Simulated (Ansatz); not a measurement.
Reactions of C2H6Cl2S2Sn (`C[S][Sn]([Cl])([Cl])[S]C`).

Computed with Ansatz on PBE0-D4/def2-TZVP structures; ΔE is electronic, products minus reactants. CCSD(T)/CBS is the MP2 limit (def2-TZVPP, def2-QZVPP) plus CCSD(T) − MP2 in def2-TZVPP, frozen cores. This one scheme is used for every species, atoms too. No spin–orbit coupling; open shells (•) take unrestricted orbitals. Spin–orbit coupling would lower the free atoms: a little for C, Cl, S; strongly for Sn. def2 core potentials past Kr. For Sn outer-core shells are correlated without core-valence functions, so the limit isn't a true one: a few kJ/mol of doubt a bond, and 10 to 20 or more in all where bonds break to atoms. Each species was taken in one conformer, which may not be the lowest.

| reaction | CCSD(T)/CBS(def2) (kJ/mol) |
| --- | --- |
| `C[S][Sn]([Cl])([Cl])[S]C` → Cl₂ + `C[S][Sn][S]C` | 355 |
| `C[S][Sn]([Cl])([Cl])[S]C` → `[Cl][Sn][Cl]` + `CSSC` | 111 |
| `C[S][Sn]([Cl])([Cl])[S]C` + H₂ → `C[S][SnH]([Cl])[Cl]` + CH₃SH | 51 |
| `C[S][Sn]([Cl])([Cl])[S]C` → 2 C• + 2 Cl• + 6 H• + 2 S• + Sn• | ? |

Fill in the missing values. (Estimate.)

Ansatz gave: `C[S][Sn]([Cl])([Cl])[S]C` → 2 C• + 2 Cl• + 6 H• + 2 S• + Sn•: +4390.7 kJ/mol.

Largest T1 diagnostic: 0.016, for `C[S][Sn][S]C`.
